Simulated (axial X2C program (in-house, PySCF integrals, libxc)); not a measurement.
## Excited states of AsS⁺ by EOM-EE-CCSD

Calculated with an axial X2C code built on PySCF integrals: two-component X2C with atomic mean-field Coulomb and Gaunt terms, Gaussian nuclei, basis As dyall-acv3z, S dyall-av3z with contracted cores.

R = 1.939 Å (near the PBE0 minimum at charge 1 of the determinant lowest at the starting distance; the state shown can have its own minimum elsewhere).

Vertical excitation energies from the closed-shell determinant state of AsS⁺:

```
 Ω  excitation (eV)   cm⁻¹       hole of the leading pair   particle of the leading pair  weight of the pair (for Ω = 0 its time-reversed partner can hold as much again)  singles weight
 1            2.829  22819  60% S pπ, 27% As pπ, 6% As dπ  50% As pπ, 26% S pπ, 11% S dπ                                                                             0.56            0.95
0⁻            2.839  22895            58% S pπ, 29% As pπ  50% As pπ, 26% S pπ, 11% S dπ                                                                             0.26            0.95
 1            3.478  28053            58% S pπ, 29% As pπ  50% As pπ, 25% S pπ, 11% S dπ                                                                             0.94            0.95
 2            3.511  28315  60% S pπ, 27% As pπ, 6% As dπ  50% As pπ, 25% S pπ, 11% S dπ                                                                             0.60            0.94
 3            3.577  28852  60% S pπ, 27% As pπ, 6% As dπ  52% As pπ, 23% S pπ, 12% S dπ                                                                             0.94            0.94
```

This point took 27 s on 1 thread of Arm Neoverse V1 (shared host).

Reference electrons by ω block (each with its −ω partner): 1/2: 17, 3/2: 6, 5/2: 1. 10 electrons of AsS⁺ correlated (inner shells frozen), 88 natural virtual spinors (a truncated set); levels can be off by some tenths of an eV. Roots sought by Ω: (0: 5, 1: 4, 2: 3, 3: 1); rows need 60 % singles weight and stop where some Ω has no more roots. Missing are any skipped roots, higher Ω and states of a further excitation; these come out far too high here and may in truth be low or lowest. T1 of the reference 0.023 (Lee–Taylor). Number of frozen shells: As 3 s, 2 p, 1 d; S 2 s, 1 p.
